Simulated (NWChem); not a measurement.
Molecule: GeH3O2Cl; SMILES [OH][GeH]([OH])[Cl]

```xyz
7

Ge    -0.0105     0.3522     0.2991
O     -1.3657     1.2184    -0.4561
O      1.5213     0.9252    -0.4204
Cl    -0.0912    -1.7899    -0.1296
H     -0.1326     0.6072     1.8094
H     -1.2675     1.2394    -1.4274
H      2.0405     0.1607    -0.7363
```
Atoms are numbered in this order, from 1.

Program: NWChem. All runs use the structure optimised with PBE-D3(BJ)/def2-SVP. Level MN15/def2-SVP: energy and gradient on several grids; changes count from the extra-fine grid, which is no exact limit either.

Question: Which is the coarsest grid (medium; fine; xcoarse; xfine; coarse) from which on the energy stays within 100 μHa and each gradient component within 200 μHa/bohr of xfine?

Answer: medium.
| grid | size of the energy change (μHa) | largest change of a gradient component (μHa/bohr) | time, medium = 1 (rough) |
|---|---|---|---|
| xcoarse | 40000 | 10000 | about 1 |
| coarse | 600 | 900 | about 1 |
| medium | < 10 | 40 | about 1 |
| fine | < 10 | < 30 | about 1 |
| xfine | < 10 | < 30 | 2 |
